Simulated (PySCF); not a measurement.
BeH2, SMILES [BeH2]. The structure is a stationary point at PBE-D3(BJ)/def2-TZVPD. The isomer is the one that the SMILES or the coordinates give; other isomers of the formula were not compared.

Computed equilibrium geometry at PBE-D3(BJ)/def2-TZVPD (PySCF confirms it by a frequency run) as Cartesian coordinates in Å, and its point group:
point group D∞h.
```xyz
3

Be     0.0000     0.0000     0.0000
H      0.0000     0.0000    -1.3413
H      0.0000     0.0000     1.3413
```
